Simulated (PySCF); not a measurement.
C3H7O (SMILES CC(C)[O]), doublet, at a GFN2-xTB geometry; DF-PBE/6-311G** in PySCF.

The PySCF input:
```python
from pyscf import gto, scf, dft

mol = gto.Mole()
mol.atom = '''
    C    -1.153561   -0.849731    0.007850
    C    -0.057857    0.220170   -0.206277
    C     1.362176   -0.391880   -0.209078
    O    -0.194521    1.310222    0.509493
    H    -1.025584   -1.277119    0.999685
    H    -1.076431   -1.637088   -0.736138
    H    -2.138075   -0.392715   -0.042456
    H    -0.211267    0.560326   -1.267458
    H     1.558059   -0.806909    0.776901
    H     1.443173   -1.178534   -0.953400
    H     2.101742    0.378909   -0.408049
'''
mol.basis = '6-311g**'
mol.charge = 0
mol.spin = 1
mol.verbose = 5
mol.build()

mf = dft.UKS(mol)
mf.xc = 'pbe'
mf = mf.density_fit(auxbasis='def2-universal-jkfit')
mf.kernel()
mf.analyze()
```

Q: What does PySCF print? Leave out banner, timings and long lists.

A: 
```
PySCF version 2.14.0

[INPUT] verbose = 5
[INPUT] max_memory = 4000
[INPUT] num. atoms = 11
[INPUT] num. electrons = 33
[INPUT] charge = 0
[INPUT] spin (= nelec alpha-beta = 2S) = 1
[INPUT] symmetry False subgroup None
[INPUT] Mole.unit = angstrom
[INPUT] Symbol           X                Y                Z      unit          X                Y                Z       unit  Magmom
[...]
[INPUT] ---------------- BASIS SET ----------------
[INPUT] l, kappa, [nprim/nctr], expnt,             c_1 c_2 ...
[INPUT] H
[...]
                                5.09479           0.190373
                                1.15879           0.852161
[...]
[INPUT] C
[...]
                                682.024           0.0152306
                                154.973           0.0761269
                                44.4553           0.260801
                                13.029            0.616462
                                1.82773           0.221006
[...]
                                4.80331           0.919999
                                1.45933           -0.00303068
[...]
                                4.80331           0.237594
                                1.45933           0.815854
[...]
[INPUT] O
[...]
                                1297.23           0.0143859
                                299.296           0.070732
                                87.3771           0.240001
                                25.6789           0.594797
                                3.74004           0.280802
[...]
                                9.62837           0.920811
                                2.85332           -0.00327447
[...]
                                9.62837           0.237153
                                2.85332           0.819702
[...]
nuclear repulsion = 126.375308796562
number of shells = 60
number of NR pGTOs = 180
number of NR cGTOs = 114
basis = 6-311g**
ecp = {}

******** <class 'pyscf.df.df_jk.DFUKS'> ********
method = DFUKS
initial guess = minao
damping factor = 0
level_shift factor = 0
DIIS = <class 'pyscf.scf.diis.CDIIS'>
diis_start_cycle = 1
diis_space = 8
diis_damp = 0
SCF conv_tol = 1e-09
SCF conv_tol_grad = None
SCF max_cycles = 50
direct_scf = False
number electrons alpha = 17  beta = 16
XC library pyscf.dft.libxc version 7.1.2
    S. Lehtola, C. Steigemann, M. J. T. Oliveira, and M. A. L. Marques,  SoftwareX 7, 1–5 (2018)
XC functionals = pbe
    J. P. Perdew, K. Burke, and M. Ernzerhof,  Phys. Rev. Lett. 77, 3865 (1996)
    J. P. Perdew, K. Burke, and M. Ernzerhof,  Phys. Rev. Lett. 78, 1396 (1997)
    J. P. Perdew, K. Burke, and M. Ernzerhof,  Phys. Rev. Lett. 77, 3865 (1996)
    J. P. Perdew, K. Burke, and M. Ernzerhof,  Phys. Rev. Lett. 78, 1396 (1997)
radial grids:
    Treutler-Ahlrichs [JCP 102, 346 (1995); DOI:10.1063/1.469408] (M4) radial grids

becke partition: Becke, JCP 88, 2547 (1988); DOI:10.1063/1.454033
pruning grids: <function nwchem_prune>
grids dens level: 3
symmetrized grids: False
atomic radii adjust function: <function treutler_atomic_radii_adjust>
small_rho_cutoff = 0
Set gradient conv threshold to 3.16228e-05
atom C rad-grids = 75, ang-grids = [ 50  50  50  50  50  50  50  50  50  50  50  50  50  50  50  50  50  50
  50  50  50  50  86  86  86  86  86  86  86  86  86  86 266 266 266 266
 266 266 302 302 302 302 302 302 302 302 302 302 302 302 302 302 302 302
 302 302 302 302 266 266 266 266 266 266 266 266 266 266 266 266 266 266
 266 266 266]
atom O rad-grids = 75, ang-grids = [ 50  50  50  50  50  50  50  50  50  50  50  50  50  50  50  50  50  50
  50  50  50  50  50  86  86  86  86  86  86  86  86  86 266 266 266 266
 266 266 266 302 302 302 302 302 302 302 302 302 302 302 302 302 302 302
 302 302 302 302 302 266 266 266 266 266 266 266 266 266 266 266 266 266
 266 266 266]
atom H rad-grids = 50, ang-grids = [ 50  50  50  50  50  50  50  50  50  50  50  50  50  50  50  86  86  86
  86 266 266 266 266 266 302 302 302 302 302 302 302 302 302 302 302 302
[...]
converged SCF energy = -193.486327280693  <S^2> = 0.75258109  2S+1 = 2.0025794
Total Energy =                        -193.486327280693104
[...]
spin_pop of  2 C 4s        0.00000
spin_pop of  2 C 2px       0.01908
spin_pop of  2 C 2py       0.00504
spin_pop of  2 C 2pz       0.00023
spin_pop of  2 C 3px       0.00001
spin_pop of  2 C 3py       0.00010
spin_pop of  2 C 3pz      -0.00002
spin_pop of  2 C 4px      -0.00000
spin_pop of  2 C 4py       0.00001
spin_pop of  2 C 4pz       0.00002
spin_pop of  2 C 3dxy     -0.00001
spin_pop of  2 C 3dyz     -0.00001
spin_pop of  2 C 3dz^2     0.00005
spin_pop of  2 C 3dxz      0.00001
spin_pop of  2 C 3dx2-y2    0.00002
spin_pop of  3 O 1s       -0.00000
spin_pop of  3 O 2s        0.00883
spin_pop of  3 O 3s       -0.00039
spin_pop of  3 O 4s       -0.00001
spin_pop of  3 O 2px       0.02569
spin_pop of  3 O 2py       0.19623
spin_pop of  3 O 2pz       0.55398
spin_pop of  3 O 3px      -0.00030
spin_pop of  3 O 3py       0.00032
spin_pop of  3 O 3pz       0.00066
spin_pop of  3 O 4px      -0.00003
spin_pop of  3 O 4py       0.00004
spin_pop of  3 O 4pz       0.00007
spin_pop of  3 O 3dxy      0.00003
spin_pop of  3 O 3dyz      0.00008
spin_pop of  3 O 3dz^2     0.00019
spin_pop of  3 O 3dxz      0.00001
spin_pop of  3 O 3dx2-y2    0.00010
spin_pop of  4 H 1s        0.00866
spin_pop of  4 H 2s        0.00034
spin_pop of  4 H 3s        0.00004
spin_pop of  4 H 2px       0.00000
spin_pop of  4 H 2py      -0.00000
spin_pop of  4 H 2pz      -0.00001
spin_pop of  5 H 1s       -0.00079
spin_pop of  5 H 2s        0.00001
spin_pop of  5 H 3s        0.00000
spin_pop of  5 H 2px      -0.00000
spin_pop of  5 H 2py      -0.00001
spin_pop of  5 H 2pz      -0.00001
spin_pop of  6 H 1s       -0.00036
spin_pop of  6 H 2s       -0.00020
spin_pop of  6 H 3s        0.00002
spin_pop of  6 H 2px       0.00002
spin_pop of  6 H 2py      -0.00000
spin_pop of  6 H 2pz      -0.00000
spin_pop of  7 H 1s        0.15234
spin_pop of  7 H 2s        0.00037
spin_pop of  7 H 3s        0.00009
spin_pop of  7 H 2px       0.00003
spin_pop of  7 H 2py       0.00026
spin_pop of  7 H 2pz      -0.00004
spin_pop of  8 H 1s        0.00866
spin_pop of  8 H 2s        0.00034
spin_pop of  8 H 3s        0.00004
spin_pop of  8 H 2px      -0.00001
spin_pop of  8 H 2py       0.00000
spin_pop of  8 H 2pz      -0.00000
spin_pop of  9 H 1s       -0.00080
spin_pop of  9 H 2s        0.00001
spin_pop of  9 H 3s        0.00000
spin_pop of  9 H 2px      -0.00000
spin_pop of  9 H 2py      -0.00000
spin_pop of  9 H 2pz      -0.00000
spin_pop of  10 H 1s       -0.00036
spin_pop of  10 H 2s       -0.00020
spin_pop of  10 H 3s        0.00002
spin_pop of  10 H 2px       0.00003
spin_pop of  10 H 2py      -0.00001
spin_pop of  10 H 2pz      -0.00000
 ** Mulliken Spin Density (per atom)  **
spin density of  0 C =      0.02872
spin density of  1 C =     -0.01143
spin density of  2 C =      0.02873
spin density of  3 O =      0.78551
spin density of  4 H =      0.00903
spin density of  5 H =     -0.00079
spin density of  6 H =     -0.00053
spin density of  7 H =      0.15306
spin density of  8 H =      0.00903
spin density of  9 H =     -0.00079
spin density of  10 H =     -0.00053
 ** Mulliken pop alpha/beta on meta-lowdin orthogonal AOs **
 ** Mulliken pop       alpha | beta **
In total            17.00000 | 16.00000
 ** Mulliken atomic charges   ( Nelec_alpha | Nelec_beta ) **
charge of  0C =     -0.36517  (     3.19695      3.16822 )
charge of  1C =      0.15314  (     2.91772      2.92914 )
charge of  2C =     -0.36515  (     3.19694      3.16821 )
charge of  3O =     -0.30392  (     4.54471      3.75920 )
charge of  4H =      0.12228  (     0.44337      0.43435 )
charge of  5H =      0.11648  (     0.44137      0.44215 )
charge of  6H =      0.12366  (     0.43790      0.43843 )
charge of  7H =      0.15627  (     0.49839      0.34534 )
charge of  8H =      0.12228  (     0.44338      0.43435 )
charge of  9H =      0.11647  (     0.44137      0.44216 )
charge of  10H =      0.12366  (     0.43790      0.43844 )
Dipole moment(X, Y, Z, Debye):  0.18978, -1.63644, -1.25279
```
